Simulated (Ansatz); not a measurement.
A structure relaxed at r2SCAN/def2-SVPD in Ansatz, charge -1, doublet:

```xyz
6

K     1.5310   -2.1143   -2.2027
K    -0.5129    1.7624   -2.8835
K    -2.1603   -1.0745    0.3849
K     1.3347   -3.0732    2.3941
K    -2.0680    3.3255    1.2725
K     1.8755    1.1741    1.0347
```

Give its formula and point group.

the cluster K6⁻. Point group C2v (tolerance 0.1 Å).

Summarise the bond lengths by kind (pairs closer than 1.2 times the sum of covalent radii, bridged metal pairs left out).

12 × K–K 4.44 to 4.70 Å.

The charge -1 doublet is spin-contaminated (final ⟨S²⟩ up to 1.47, 0.75 for a pure state). The relaxation made no stability test and no search for a lower SCF solution. Another isomer (doublet) lies 0.03 eV lower at PBE0/def2-TZVPD; other spin states weren't run for this one.
